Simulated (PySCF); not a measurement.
Does the answer move with the share of exact exchange?

Compound: C3H9BS.
Structure used (PBE0-D3(BJ)/def2-SVP), in Å, numbered top down from 1:
```xyz
14
C3H9BS angstrom
C     -1.4966   -1.0177    0.1109
B     -0.3230    0.0189    0.2699
C     -0.5828    1.5548    0.4254
C      1.1546   -0.5511    0.2342
S      2.3798    0.5379    1.0165
H     -1.4054   -1.5077   -0.8765
H     -2.5047   -0.5839    0.1771
H     -1.4096   -1.8353    0.8468
H     -1.5613    1.8869    0.0481
H     -0.5855    1.7451    1.5184
H      0.2203    2.1891    0.0197
H      1.3710   -0.6353   -0.8504
H      1.2128   -1.5712    0.6449
H      3.4820   -0.1873    0.7260
```

PySCF, def2-SVPD basis, density fitting, gas phase, PBE0-D3(BJ)/def2-SVP geometry; singlet excitations by full TDDFT with frozen cores, triplets by Tamm–Dancoff TDDFT and ionisation energies by ΔSCF, from the lowest of the holes tried. One functional is left out:

```tsv
functional	exact exchange (%)	HOMO energy (eV)	LUMO energy (eV)	lowest singlet excitation (eV)	lowest triplet excitation (eV)	mean polarisability (au)	vertical ionisation energy (eV)
LDA	0	-5.58	-1.82	3.83	3.71	78.4	8.97
PBE	0	-5.49	-1.60	3.95	3.83	77.1	8.83
PBE0	25	-6.72	-0.58	4.96	4.78	73.7	9.01
BHandHLYP	50	-7.82	0.45	5.62	5.23	71.5	8.97
```

Q: Predict the row of B3LYP (20 % exact exchange) by straight lines through the other rows, and check it.

A: 
```
                       property   line  computed  computed − line  PBE0 (25 %), for comparison
               HOMO energy (eV)  -6.46     -6.49            -0.03                        -6.72
               LUMO energy (eV)  -0.83     -0.80            +0.03                        -0.58
 lowest singlet excitation (eV)   4.63      4.76            +0.13                         4.96
 lowest triplet excitation (eV)   4.43      4.60            +0.17                         4.78
       mean polarisability (au)   75.0      74.5             -0.5                         73.7
vertical ionisation energy (eV)   8.95      9.05            +0.10                         9.01
```

Q: Which of these properties follows the share of exact exchange most closely, and which least?

A: Most closely the HOMO energy, least the vertical ionisation energy; the correlations over the tabulated rows are HOMO energy -0.999, LUMO energy 0.996, lowest singlet excitation 0.991, lowest triplet excitation 0.980, mean polarisability -0.975, vertical ionisation energy 0.507. The HOMO energy moves by -0.459 eV for every 10 %. Functionals with the same share still differ in their other parts: at 0 % LDA and PBE differ by 0.09 eV in it.
